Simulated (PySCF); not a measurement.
## Two-component Hartree-Fock for Cl (chlorine, neutral)

Start: [Ne] 3s2 3p5; 3p1/2 filled at m_j = -1/2, +1/2; 3p3/2 filled at m_j = -1/2, +1/2, +3/2. Calculated with PySCF 2.14 in x2c-TZVPall-2c: generalised Hartree-Fock with the X2C-1e Hamiltonian and a Gaussian nucleus; one run each with spin-orbit coupling (SO) switched off, then screened by Boettger's factors.

| spinor shell | electrons | ε, spin-free (eV) | ε, screened SO (eV) | weight of nominal j (screened SO) | rms radius, screened SO (bohr) |
| --- | --- | --- | --- | --- | --- |
| 1s1/2 | 2 | -2864.1 | -2864.1 | 1.000 | 0.105 |
| 2s1/2 | 2 | -290.38 | -290.36 | 1.000 | 0.479 |
| 2p1/2 | 2 | -219.61 | -220.96 | 0.993 | 0.449 |
| 2p3/2 | 4 | -219.61 | -218.92 | 0.996 | 0.452 |
| 3s1/2 | 2 | -29.347 | -29.340 | 0.999 | 1.67 |
| 3p1/2 | 2 | -13.752 | -13.751 | 0.645 | 2.01 |
| 3p3/2 | 3 | -13.752 | -13.758 | 0.764 | 2.01 |

```json
{"quantity": "E (hartree)", "spin-free": "-460.88283", "screened SO": "-460.88529"}
{"quantity": "M_J", "spin-free": "3/2", "screened SO": "3/2"}
{"quantity": "⟨J²⟩", "spin-free": "3.763", "screened SO": "3.762"}
{"quantity": "⟨L²⟩", "spin-free": "2.009", "screened SO": "2.009"}
{"quantity": "⟨S²⟩", "spin-free": "0.754", "screened SO": "0.753"}
```

Each row is a mean over spinors that exchange with the open shell spreads, by up to 3.329 eV (3s1/2).

Rows whose weight is well below 1 are mixtures of j = l ± 1/2: exchange outweighs spin-orbit coupling there, and the label is only the starting occupation.

Without spin-orbit coupling the j labels of p, d and f shells carry no meaning; the spin-free column gives the mean over the occupied spinors of each nl shell.
